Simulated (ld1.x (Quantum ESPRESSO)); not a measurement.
Before and after: TM potential for niobium (Nb)

Nb, norm-conserving Troullier–Martins (Kleinman–Bylander form), made with ld1.x (Quantum ESPRESSO) 7.5 (revPBE, scalar-relativistic). Core [Ar] 3d10, reference 4s2 4p6 4d5 5s0 5p0. Waves: 4s (bound): rc 1.75 bohr; 4d (bound): rc 2.05 bohr; 4p (bound): rc 1.70 bohr. Local part: the p channel. Core correction: Bessel-smoothed model core inside 1.15 bohr.

All-electron outer shells of the reference configuration (revPBE, scalar-relativistic, ld1.x):

| shell | level (eV) | outermost node (bohr) | outermost maximum (bohr) |
| --- | --- | --- | --- |
| 3p | -344.92 | 0.17 | 0.39 |
| 3d | -194.31 | – | 0.34 |
| 4s | -56.52 | 0.53 | 1.04 |
| 4p | -32.77 | 0.54 | 1.13 |
| 5s | -3.36 | 1.41 | 3.15 |
| 4d | -1.84 | 0.55 | 1.53 |
| 5p | -0.85 | 1.64 | 4.65 |

Change: local potential the s channel.

Cutoffs: the cutoffs (Ry, on a coarse ladder) from which the occupation-weighted sum of valence levels, in a spherical-Bessel basis at the reference potential, stays within 10 and 1 mRy of its value at 400 Ry; they do not see the model core or the augmentation charge, which bear on the density cutoff. Errors are all-electron minus pseudo energies relative to the spin-unpolarised reference configuration.

Task: What does the change do?

Result: The potential gets neither clearly harder nor softer (45 Ry and 70 Ry → 45 Ry and 70 Ry); the s channel sets the loose cutoff, while the largest relative change is in d, which becomes softer; of the 7 tests that both files solve, the error grows in 7 and shrinks in 0 by more than 15 % and 0.3 meV (median size 282.5 → 656.0 meV); the range in which the d phases agree narrows (upper end 3.4 → 1.3); neither file shows a bound ghost.

| quantity | base | changed |
| --- | --- | --- |
| cutoff, loose | 45 Ry | 45 Ry |
| cutoff, tight | 70 Ry | 70 Ry |
| loose cutoff by channel (10 mRy a level) | s 30 Ry, d 30 Ry, p 21 Ry | p 21 Ry, d 25 Ry, s 30 Ry |
| bound ghosts | none | none |
| error for 4s2 4p6 4d4 5s1 5p0, meV [ΔE -1.24 eV] | +283 | +656 |
| error for 4s2 4p6 4d4 5s0 5p0, meV [ΔE 5.28 eV] | +1.3 | +7.4 |
| error for 4s2 4p6 4d3 5s0 5p0, meV [ΔE 19.24 eV] | +7.3 | +51 |
| error for 4s2 4p6 4d1 5s0 5p0, meV [ΔE 80.73 eV] | +66 | +260 |
| error for 4s2 4p6 4d3 5s1 5p1, meV [ΔE 1.55 eV] | +415 | +1021 |
| error for 4s2 4p5 4d4 5s1 5p0, meV [ΔE 38.47 eV] | +518 | +1256 |
| error for 4s1 4p6 4d4 5s1 5p0, meV [ΔE 62.72 eV] | +469 | +1298 |
| s: phases at 2.24 bohr within 0.05 rad from the reference energy up to (Ry; the scan ends near 5) | -0.4 | -1.0 |
| p: phases at 2.24 bohr within 0.05 rad from the reference energy up to (Ry; the scan ends near 5) | 1.2 | 0.3 |
| d: phases at 2.24 bohr within 0.05 rad from the reference energy up to (Ry; the scan ends near 5) | 3.4 | 1.3 |
